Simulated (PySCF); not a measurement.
# C₆ coefficients of unlike pairs at UHF

Calculated with PySCF 2.14 from the dipole response of each species, C₆(A,B) = (3/π) ∫ α_A(iu) α_B(iu) du, in atomic units, from isotropic polarisabilities. For ions this is the dispersion term alone; charge-induced terms of lower order in 1/R come first.

```json
{"species": "Se³⁺", "configuration": "[Ar] 3d10 4s2 4p1 (2P)", "basis": "aug-cc-pVQZ-PP with ECP10MDF (7s6p5d3f2g)", "relativity": "core potential", "α (bohr³)": "6.931", "C₆ (like pair)": "24.25"}
{"species": "Ti⁺", "configuration": "[Ar] 3d2 4s1 (4F)", "basis": "aug-cc-pwCVTZ-DK (10s9p7d4f3g)", "relativity": "spin-free X2C", "α (bohr³)": "62.70", "C₆ (like pair)": "427.6"}
{"species": "Sc³⁺", "configuration": "[Ar] (1S)", "basis": "aug-cc-pwCVTZ-DK with one added diffuse shell each of s, p, d, f, g type (11s10p8d5f4g)", "relativity": "spin-free X2C", "α (bohr³)": "2.126", "C₆ (like pair)": "5.608"}
{"species": "Zn³⁺", "configuration": "[Ar] 3d9 (2D)", "basis": "def2-QZVPPD (11s6p5d4f2g)", "relativity": "none", "α (bohr³)": "1.289", "C₆ (like pair)": "2.857"}
```

Q: Estimate C₆ for Zn³⁺ with Ti⁺.

A: The integral gives 19.56. The combination rule 2 C_A C_B / (C_A α_B/α_A + C_B α_A/α_B) gives 16.54 and the geometric mean 34.95.

No spin-orbit coupling is included.

The other pairs:

```
      pair     C₆
Zn³⁺, Se³⁺  7.038
Zn³⁺, Sc³⁺  3.908
 Ti⁺, Se³⁺  83.21
 Sc³⁺, Ti⁺  30.93
Sc³⁺, Se³⁺  10.74
```
